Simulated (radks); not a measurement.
All-electron atom: the erbium ion Er3+ in [Kr] 4d10 4f11 5s2 5p5.5 6s0.5 (fractional occupations, a model configuration). Method: scalar-relativistic Kohn-Sham, PBEsol, spin-polarised, spherical densities, finite nucleus; open shells are filled with parallel spins first (spin-orbit coupling, left out, can overturn this in heavy ions); Fermi nuclear charge, rms radius 5.2516 fm; computed with a radial shooting solver on a logarithmic mesh with Libxc functionals.

Normalised radial functions P(r) = r R(r), r in bohr:

```
   r/bohr * 5p up, o 5d down (the largest magnitude, 0.949, reaches the edge; | marks zero, & curves that meet)
 0.001156                             &
 0.001554                             &
 0.002106                             &
 0.002831                             &
 0.003836                             &
 0.005158                             o*
 0.006935                             o*
 0.009399                             o*
  0.01264                             o *
  0.01713                             o  *
  0.02302                             o    *
  0.03096                             |o    *
  0.04195                             | o    *
   0.0564                             |  o  *
  0.07644                             | * o
   0.1028                          *  |     o
   0.1382                     *       |     o
   0.1873                    *        |   o
   0.2518                            &|
   0.3412                      o      |          *
   0.4588                   o         |             *
   0.6168                        o    |  *
   0.8359             *               |    o
    1.124  *                          |               o
    1.523    *                        |                     o
    2.048              *              |                   o
    2.753                       *     |             o
    3.731                            *|      o
    5.017                             * o
    6.799                             &
    9.141                             &
```

5p up: eigenvalue -58.627 eV, 3 radial nodes at r = 0.0878, 0.257, 0.645 bohr, <r> = 1.42 bohr, 90 % of the charge inside 2.06 bohr. 5d down (empty): eigenvalue -26.151 eV, 2 radial nodes at r = 0.237, 0.723 bohr, <r> = 2.03 bohr, 90 % of the charge inside 3.06 bohr.
